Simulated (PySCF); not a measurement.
GeFCl2Br, SMILES [F][Ge]([Cl])([Cl])[Br]. Atoms are numbered in the order given.

```xyz
5

F     -0.6620    -1.9509     0.0000
Ge    -0.4069    -0.2292     0.0000
Cl    -1.3406     0.5589     1.7598
Cl    -1.3406     0.5589    -1.7598
Br     1.8446     0.1683     0.0000
```

Coordinates come from a PBE-D3(BJ)/def2-SVP optimisation.

Two levels are set side by side: PBE/pcSseg-1 (PySCF) and PBE0/pcSseg-1 (PySCF). GIAO shifts against CFCl3 (¹⁹F), GeH4 (⁷³Ge), HCl (³⁵Cl) at the same level; non-relativistic, no solvent, atoms listed together averaged. Without spin–orbit terms, shifts of atoms bonded to Cl or Br come out too high at both levels. Differences are taken from unrounded values.

```tsv
quantity	PBE0	PBE	PBE minus PBE0
δ(¹⁹F) of F1 (ppm)	-65.4	-52.4	13.0
δ(⁷³Ge) of Ge2 (ppm)	444.8	465.6	20.8
δ(³⁵Cl) of Cl3, Cl4 (ppm)	237.6	298.3	60.7
```

Rough cost on one machine, each run with all the roots and properties that it gave: PBE0 against PBE within a factor of 2.
